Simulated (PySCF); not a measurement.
Gas-phase reaction: 2 SnH2Cl2 → SnH3Cl + SnCl2 + HCl

Computed with PySCF (xtb for GFN2) and rigid-rotor harmonic-oscillator thermochemistry at 1 bar. † marks an energy on the PBE0/def2-TZVP geometry and frequencies; other levels use their own. MP2 freezes the core. All species are closed-shell singlets. B3LYP is the form with VWN-RPA correlation. Sn: scalar-relativistic def2 core potential, no spin-orbit coupling. SnH2Cl2, SnH3Cl: computed as isolated molecules; such fragments, hydroxides, amides, oligomers or adducts are transient or little studied in the gas. MP2 isn't extrapolated to the basis-set limit; its ΔH°(298 K) is 63.6 kJ in def2-SVP and 43.5 kJ in def2-TZVPP. The harmonic model lacks anharmonicity and excited electronic states, which grow with temperature; levels with a mode under 35 cm⁻¹ are left out. Soft modes under 120 cm⁻¹ make the harmonic entropy rough for SnH2Cl2, SnCl2.

```
level               ΔE electronic, kJ  ΔH°(298 K), kJ  ΔS°(298 K), J/K  ΔG°(1600 K), kJ
------------------  -----------------  --------------  ---------------  ---------------
B3LYP/def2-TZVP†                   18              16              139             -195
GFN2-xTB                          -95             -91              131             -281
HF/def2-TZVP†                      57              55              139             -156
M06-2X/def2-TZVP†                  65              64              139             -147
MP2/def2-TZVPP†                    45              44              139             -167
PBE/def2-SVP                       30              29              139             -180
PBE0/def2-SVP†                     45              43              139             -168
PBE0/def2-TZVP                     45              43              139             -168
ωB97X-V/def2-TZVP†                 62              60              139             -150
```
ΔH° is lowest at GFN2-xTB and highest at M06-2X/def2-TZVP†. No reference value is set beside these.
